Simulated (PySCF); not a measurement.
## Ni(II): tetrahedral complexes compared

All values are computed with PySCF: state-averaged CASSCF of the d shell with SC-NEVPT2, spin-free X2C, triple-zeta basis on the metal and double-zeta on the ligands, mean-field spin-orbit coupling; model geometries with bond lengths from ionic radii.

| complex | point group | M–L / Å | L–M–L / ° | solvent |
| --- | --- | --- | --- | --- |
| [Ni(OH)4]2- | S4 | 1.90 | 109 | water |
| [Ni(H2O)4]2+ | D2d | 1.93 | 109 | none |
| [Ni(NH3)4]2+ | Td | 2.00 | 109 | none |
| [NiI4]2- | Td | 2.63 | 109 | water |

(1) Rank by 10Dq at CASSCF level, lowest first.
A. [NiI4]2-
B. [Ni(NH3)4]2+
C. [Ni(H2O)4]2+
D. [Ni(OH)4]2-

(2) What are the ground states and moments?

In [Ni(OH)4]2-, [Ni(H2O)4]2+ the symmetry is lower than cubic, so the total splitting isn't 10Dq alone: it holds the effect of the lower symmetry too.

The tetrahedral shape is imposed. Real complexes may take another, with another ground state; d8 and d9 ions are often square planar.

Answers

(1) A (1741 cm⁻¹), C (3651 cm⁻¹), D (3915 cm⁻¹), B (4326 cm⁻¹).

(2) 
```
     complex  shell  ground state (NEVPT2)  total orbital splitting (CASSCF fit) / cm⁻¹  μeff(300 K) / μB
 [Ni(OH)4]2-     d8          3E (from 3T1)                                         5065              4.20
[Ni(H2O)4]2+     d8          3E (from 3T1)                                         5010              4.30
[Ni(NH3)4]2+     d8                    3T1                                         4326              4.20
    [NiI4]2-     d8                    3T1                                         1741              4.58
```
